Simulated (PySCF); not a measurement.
Record of a relaxation.

Compound: C7H11O2 (charge +1).
Atom-mapped SMILES: `[CH3:1]/[CH:2]=[CH:3]\[CH2:4][C+:5]1[O:6][CH2:7][CH2:8][O:9]1` (hydrogens: H10, H11, H12 on C1; H13 on C2; H14 on C3; H15, H16 on C4; H17, H18 on C7; H19, H20 on C8)
Bond orders are those of one Lewis drawing.

Computed by this run: PBE0-D3(BJ)/def2-SVP geometry optimisation, gas phase in PySCF 2.14.0; density fitting, grid level 1; the optimiser is geomeTRIC in internal coordinates, started from a GFN2-xTB structure. 8 of its 10 geometries are shown. The frame can shift and turn from step to step; on so coarse a grid that alone can change the energy by a few meV, and forces under 0.02 eV/Å are noise.

Step 0: E = -11503.6295 eV, largest atomic force 0.737 eV/Å
```
atom  x, y, z in Å  |  force x, y, z in eV/Å
C1     -2.287    0.829   -1.201    0.069  -0.352   0.189
C2     -2.064   -0.558   -0.730   -0.131   0.473  -0.299
C3     -1.382   -0.961    0.337    0.138   0.167   0.616
C4     -0.708   -0.026    1.342   -0.017  -0.331  -0.658
C5      0.622    0.039    0.739   -0.023   0.087   0.100
O6      1.513   -0.863    0.953   -0.355   0.213   0.126
C7      2.639   -0.638    0.091    0.210   0.298  -0.360
C8      2.235    0.637   -0.672    0.398  -0.292   0.017
O9      0.936    0.933   -0.132   -0.184  -0.133   0.376
H10    -3.332    1.093   -1.036   -0.418   0.179   0.016
H11    -1.656    1.562   -0.709    0.195   0.348   0.153
H12    -2.121    0.884   -2.276    0.064   0.094  -0.414
H13    -2.556   -1.322   -1.319   -0.148  -0.452  -0.229
H14    -1.273   -2.010    0.562   -0.017  -0.557   0.072
H15    -1.191    0.948    1.371    0.016   0.343   0.051
H16    -0.687   -0.488    2.327    0.138  -0.069   0.306
H17     3.527   -0.518    0.715    0.118   0.011   0.154
H18     2.762   -1.516   -0.548   -0.039  -0.174  -0.084
H19     2.131    0.495   -1.750   -0.077  -0.025  -0.184
H20     2.886    1.492   -0.479    0.062   0.175   0.049
```

Step 1: E = -11503.6983 eV, largest atomic force 0.181 eV/Å
```
atom  x, y, z in Å  |  force x, y, z in eV/Å
C1     -2.393    0.829   -1.205   -0.011   0.020  -0.001
C2     -2.168   -0.559   -0.724   -0.071  -0.043  -0.074
C3     -1.452   -0.972    0.329    0.165  -0.018   0.072
C4     -0.688   -0.049    1.271   -0.110  -0.032  -0.011
C5      0.666    0.027    0.710   -0.075  -0.090  -0.064
O6      1.549   -0.868    0.942    0.055  -0.066   0.025
C7      2.719   -0.632    0.114    0.058  -0.014   0.013
C8      2.340    0.646   -0.641    0.035   0.020  -0.020
O9      1.010    0.930   -0.129   -0.006   0.088  -0.045
H10    -3.446    1.113   -1.034    0.005   0.006  -0.019
H11    -1.751    1.580   -0.726   -0.008   0.015   0.008
H12    -2.238    0.886   -2.293    0.011   0.015   0.001
H13    -2.686   -1.345   -1.287   -0.008   0.012   0.027
H14    -1.374   -2.038    0.558   -0.022   0.012  -0.010
H15    -1.124    0.958    1.308    0.041  -0.019   0.055
H16    -0.638   -0.490    2.276    0.012   0.090   0.002
H17     3.583   -0.526    0.782   -0.018   0.002   0.019
H18     2.852   -1.515   -0.524   -0.020   0.000  -0.002
H19     2.253    0.522   -1.728   -0.019  -0.005   0.006
H20     2.973    1.513   -0.416   -0.014   0.006   0.016
```

Step 3: E = -11503.7010 eV, largest atomic force 0.067 eV/Å
```
atom  x, y, z in Å  |  force x, y, z in eV/Å
C1     -2.431    0.833   -1.210    0.038  -0.004   0.045
C2     -2.194   -0.551   -0.717   -0.016  -0.003   0.002
C3     -1.461   -0.962    0.327   -0.009   0.018  -0.005
C4     -0.678   -0.048    1.258   -0.008   0.001  -0.067
C5      0.672    0.008    0.684    0.029   0.029   0.027
O6      1.552   -0.892    0.921   -0.016   0.023  -0.019
C7      2.739   -0.641    0.121    0.000  -0.002  -0.012
C8      2.370    0.644   -0.630    0.003  -0.009  -0.003
O9      1.028    0.918   -0.144   -0.011  -0.033   0.025
H10    -3.486    1.110   -1.049    0.000  -0.011  -0.005
H11    -1.798    1.594   -0.735    0.001   0.006   0.021
H12    -2.270    0.886   -2.299    0.015  -0.009   0.001
H13    -2.722   -1.341   -1.264   -0.017  -0.011   0.004
H14    -1.395   -2.029    0.558    0.003  -0.009  -0.007
H15    -1.090    0.967    1.304   -0.014   0.022  -0.015
H16    -0.617   -0.473    2.269   -0.010  -0.009   0.010
H17     3.583   -0.540    0.814    0.003   0.003  -0.003
H18     2.887   -1.516   -0.525    0.003   0.001   0.001
H19     2.306    0.531   -1.719    0.003  -0.001   0.000
H20     2.991    1.514   -0.379    0.004  -0.004   0.000
```

Step 4: E = -11503.7023 eV, largest atomic force 0.034 eV/Å
```
atom  x, y, z in Å  |  force x, y, z in eV/Å
C1     -2.418    0.833   -1.200    0.011  -0.001   0.007
C2     -2.194   -0.556   -0.718   -0.012  -0.004   0.005
C3     -1.463   -0.970    0.326   -0.001   0.018  -0.007
C4     -0.683   -0.048    1.252    0.005  -0.005  -0.022
C5      0.667    0.009    0.680    0.021   0.014   0.023
O6      1.549   -0.886    0.923    0.002   0.007  -0.014
C7      2.737   -0.638    0.122   -0.002  -0.002  -0.004
C8      2.365    0.642   -0.636   -0.001  -0.006   0.001
O9      1.022    0.915   -0.152   -0.009  -0.015   0.014
H10    -3.473    1.116   -1.041   -0.002  -0.006  -0.010
H11    -1.783    1.586   -0.715   -0.007   0.002   0.009
H12    -2.252    0.895   -2.287    0.013  -0.001   0.001
H13    -2.724   -1.341   -1.270   -0.016  -0.002   0.007
H14    -1.397   -2.036    0.559    0.006  -0.001  -0.004
H15    -1.099    0.966    1.291   -0.010   0.005  -0.009
H16    -0.623   -0.467    2.266   -0.004  -0.002   0.004
H17     3.580   -0.530    0.815    0.002   0.001  -0.002
H18     2.888   -1.516   -0.519    0.001  -0.002   0.003
H19     2.303    0.522   -1.724    0.000   0.001   0.000
H20     2.984    1.514   -0.390    0.002  -0.002  -0.001
```

Step 5: E = -11503.7029 eV, largest atomic force 0.033 eV/Å
```
atom  x, y, z in Å  |  force x, y, z in eV/Å
C1     -2.417    0.835   -1.198   -0.004   0.002  -0.008
C2     -2.197   -0.555   -0.718    0.011   0.022   0.022
C3     -1.465   -0.967    0.326   -0.004  -0.025  -0.014
C4     -0.684   -0.046    1.250    0.013   0.008   0.011
C5      0.669    0.009    0.682    0.024   0.007  -0.017
O6      1.549   -0.888    0.923   -0.010  -0.007   0.004
C7      2.737   -0.642    0.121   -0.012   0.006   0.005
C8      2.367    0.639   -0.636   -0.008   0.000   0.009
O9      1.024    0.914   -0.151    0.000   0.002   0.000
H10    -3.475    1.115   -1.054   -0.001  -0.002  -0.011
H11    -1.791    1.587   -0.702   -0.007  -0.001   0.005
H12    -2.235    0.899   -2.283    0.010   0.002  -0.001
H13    -2.728   -1.340   -1.270   -0.013   0.002   0.011
H14    -1.400   -2.033    0.560    0.008  -0.003   0.001
H15    -1.098    0.970    1.287   -0.002   0.001  -0.011
H16    -0.626   -0.461    2.266   -0.008  -0.009  -0.002
H17     3.581   -0.535    0.813    0.003  -0.003  -0.002
H18     2.886   -1.520   -0.520    0.000  -0.003   0.004
H19     2.302    0.519   -1.725   -0.001   0.002  -0.001
H20     2.987    1.510   -0.390    0.003  -0.001  -0.004
```

Step 6: E = -11503.7037 eV, largest atomic force 0.149 eV/Å
```
atom  x, y, z in Å  |  force x, y, z in eV/Å
C1     -2.419    0.845   -1.193   -0.007   0.009   0.008
C2     -2.205   -0.544   -0.710    0.003  -0.040  -0.010
C3     -1.469   -0.963    0.329   -0.023   0.023  -0.059
C4     -0.684   -0.040    1.243    0.062   0.058   0.122
C5      0.673    0.009    0.681   -0.042  -0.037  -0.047
O6      1.546   -0.895    0.922    0.008   0.001   0.004
C7      2.736   -0.657    0.120   -0.022   0.017   0.019
C8      2.375    0.625   -0.638   -0.017   0.006   0.024
O9      1.034    0.911   -0.152    0.023   0.002  -0.003
H10    -3.486    1.110   -1.105    0.003  -0.001  -0.008
H11    -1.830    1.602   -0.659   -0.006   0.002  -0.003
H12    -2.179    0.919   -2.266    0.006  -0.003   0.000
H13    -2.742   -1.326   -1.260   -0.015   0.002   0.003
H14    -1.405   -2.030    0.561    0.006   0.009   0.006
H15    -1.093    0.979    1.270    0.002  -0.016  -0.021
H16    -0.632   -0.440    2.265    0.001  -0.021  -0.016
H17     3.580   -0.553    0.813    0.007  -0.009  -0.005
H18     2.879   -1.538   -0.518    0.003  -0.004   0.000
H19     2.308    0.506   -1.727    0.002   0.001  -0.004
H20     3.001    1.491   -0.392    0.005   0.000  -0.012
```

Step 8: E = -11503.7044 eV, largest atomic force 0.042 eV/Å
```
atom  x, y, z in Å  |  force x, y, z in eV/Å
C1     -2.430    0.855   -1.196   -0.003   0.001  -0.001
C2     -2.217   -0.531   -0.705    0.000   0.008  -0.002
C3     -1.475   -0.945    0.331    0.008  -0.027  -0.006
C4     -0.678   -0.029    1.245   -0.001   0.004   0.020
C5      0.677    0.004    0.679    0.004   0.014  -0.009
O6      1.542   -0.908    0.917   -0.003  -0.026   0.022
C7      2.736   -0.676    0.119   -0.012  -0.004   0.004
C8      2.386    0.612   -0.634   -0.014   0.002   0.000
O9      1.048    0.906   -0.148    0.009   0.029  -0.030
H10    -3.502    1.107   -1.157    0.001   0.000   0.000
H11    -1.874    1.621   -0.639    0.002   0.001   0.001
H12    -2.142    0.931   -2.258    0.001   0.003   0.000
H13    -2.759   -1.315   -1.248    0.002   0.001   0.003
H14    -1.411   -2.012    0.564   -0.003   0.001   0.003
H15    -1.078    0.993    1.267    0.011  -0.001  -0.002
H16    -0.631   -0.433    2.266    0.004  -0.005  -0.007
H17     3.580   -0.584    0.813   -0.004  -0.003   0.005
H18     2.873   -1.555   -0.524    0.000   0.000  -0.001
H19     2.320    0.497   -1.723    0.001  -0.002   0.000
H20     3.021    1.472   -0.386   -0.003   0.002   0.000
```

Step 9: E = -11503.7047 eV, largest atomic force under 0.02 eV/Å
```
atom  x, y, z in Å  |  force x, y, z in eV/Å
C1     -2.429    0.860   -1.194    0.005  -0.003   0.000
C2     -2.216   -0.527   -0.705   -0.003   0.005  -0.002
C3     -1.474   -0.944    0.331    0.008   0.003   0.003
C4     -0.678   -0.026    1.245   -0.013  -0.003  -0.007
C5      0.676    0.005    0.678   -0.006   0.002   0.005
O6      1.539   -0.909    0.918    0.006   0.001   0.000
C7      2.732   -0.681    0.120    0.000  -0.005  -0.002
C8      2.386    0.606   -0.636    0.000   0.001  -0.005
O9      1.048    0.905   -0.153    0.004  -0.003  -0.004
H10    -3.502    1.109   -1.163   -0.001  -0.001   0.002
H11    -1.879    1.626   -0.630    0.001   0.001   0.001
H12    -2.133    0.940   -2.253    0.001   0.001   0.000
H13    -2.757   -1.310   -1.250    0.000  -0.001   0.001
H14    -1.410   -2.010    0.563   -0.003   0.000   0.001
H15    -1.077    0.996    1.267   -0.001   0.003   0.005
H16    -0.629   -0.431    2.266    0.001  -0.002   0.001
H17     3.577   -0.589    0.815   -0.001   0.002   0.001
H18     2.869   -1.562   -0.520   -0.001   0.001  -0.001
H19     2.320    0.489   -1.725    0.000  -0.002   0.001
H20     3.021    1.466   -0.390    0.001  -0.002   0.001
```

**Question.** Summarise the path.

**Answer.** The energy falls by 7.26 kJ/mol from step 0 to step 9; nine tenths of that is first reached at step 1. It rises by more than 0.2 meV at step 3. The largest force goes from 0.737 to under 0.02 eV/Å. Among the bonds O6–C7 changes most (a near tie, within 0.001 Å, with another), from 1.437 to 1.454 Å; the atoms move by 0.142 Å rms after alignment.

What follows is the cost of the whole optimisation. Rough CPU time on one thread of a shared machine: about 6 min.
